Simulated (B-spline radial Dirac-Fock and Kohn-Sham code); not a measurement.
# Electron momentum distribution of Sn²⁰⁺: Compton profiles

System: tin as Sn²⁰⁺, configuration [Ar] 3d10 4s2.

The computed values come from a B-spline atomic structure program: the impulse approximation on Dirac-Fock densities. pz is in atomic units of momentum; subshell profiles are per electron, for a selection of subshells; open shells are spread over both j values by their weights.

| pz | J total | J 3p1/2 | J 3p3/2 | J 3d5/2 | J 4s1/2 |
| --- | --- | --- | --- | --- | --- |
| 0 | 2.143 | 0.0799 | 0.0821 | 0.0554 | 0.253 |
| 0.2 | 2.135 | 0.0799 | 0.0821 | 0.0554 | 0.250 |
| 0.28 | 2.128 | 0.0799 | 0.0821 | 0.0554 | 0.246 |
| 0.39 | 2.114 | 0.0799 | 0.0821 | 0.0554 | 0.240 |
| 0.55 | 2.086 | 0.0799 | 0.0821 | 0.0554 | 0.228 |
| 0.78 | 2.033 | 0.0798 | 0.0820 | 0.0554 | 0.206 |
| 1.1 | 1.943 | 0.0797 | 0.0819 | 0.0554 | 0.168 |
| 1.5 | 1.820 | 0.0792 | 0.0813 | 0.0554 | 0.119 |
| 2.2 | 1.633 | 0.0771 | 0.0789 | 0.0553 | 0.0563 |
| 3 | 1.485 | 0.0718 | 0.0730 | 0.0547 | 0.0307 |
| 4.3 | 1.275 | 0.0568 | 0.0567 | 0.0518 | 0.0276 |
| 6 | 0.9507 | 0.0331 | 0.0317 | 0.0432 | 0.0131 |
| 8.5 | 0.5786 | 0.0103 | 0.00933 | 0.0264 | 0.00277 |
| 12 | 0.3087 | 0.00287 | 0.00293 | 0.0103 | 0.00221 |
| 17 | 0.1451 | 0.00251 | 0.00260 | 0.00235 | 0.000603 |
| 24 | 0.06122 | 0.00133 | 0.00125 | 0.000330 | 8.36e-05 |
| 33 | 0.02545 | 0.000403 | 0.000346 | 3.65e-05 | 6.90e-05 |
| 47 | 0.008696 | 6.76e-05 | 5.14e-05 | 2.26e-06 | 3.54e-05 |
| 66 | 0.002652 | 9.33e-06 | 6.06e-06 | < 1e-6 | 1.06e-05 |

J(0) = 2.143. The 4s1/2 subshell gives the largest part, 24 %.

Mean momentum ⟨p⟩ by subshell (a.u.): 1s1/2 45.8, 2s1/2 16.2, 2p1/2 21.7, 2p3/2 20.6, 3s1/2 7.95, 3p1/2 9.46, 3p3/2 9.17, 3d3/2 10.9, 3d5/2 10.8, 4s1/2 4.45.
